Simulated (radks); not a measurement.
All-electron atom: the titanium ion Ti12+ in [Ne]. Method: scalar-relativistic Kohn-Sham, PBEsol, spin-unpolarised, spherical densities, finite nucleus; Fermi nuclear charge, rms radius 3.5921 fm; computed with a radial shooting solver on a logarithmic mesh with Libxc functionals.

Normalised radial functions P(r) = r R(r), r in bohr:

r	1s	2s	2p
0.002775	0.5481	0.1645	0.0028
0.003731	0.7188	0.2156	0.0049
0.005016	0.9359	0.2805	0.0086
0.006744	1.2067	0.3612	0.0151
0.008995	1.5261	0.4556	0.0259
0.01209	1.9096	0.5676	0.0448
0.01626	2.3344	0.6881	0.0768
0.02169	2.7547	0.7999	0.1280
0.02916	3.1345	0.8833	0.2124
0.0392	3.3743	0.8942	0.3436
0.0527	3.3735	0.7783	0.5370
0.07029	3.0688	0.4913	0.7942
0.0945	2.4477	-0.0093	1.1206
0.1271	1.6419	-0.6741	1.4658
0.1695	0.8936	-1.3337	1.7334
0.2278	0.3544	-1.7881	1.8194
0.3063	0.0940	-1.8060	1.6256
0.4118	0.0146	-1.3788	1.1798
0.5493	0.0012	-0.7764	0.6651
0.7385	0.0000	-0.2887	0.2589
0.9929	0.0000	-0.0633	0.0622

1s: eigenvalue -5190.3 eV, 0 radial nodes, <r> = 0.0696 bohr, 90 % of the charge inside 0.124 bohr. 2s: eigenvalue -841.17 eV, 1 radial node at r = 0.0941 bohr, <r> = 0.320 bohr, 90 % of the charge inside 0.496 bohr. 2p: eigenvalue -751.86 eV, 0 radial nodes, <r> = 0.284 bohr, 90 % of the charge inside 0.465 bohr.
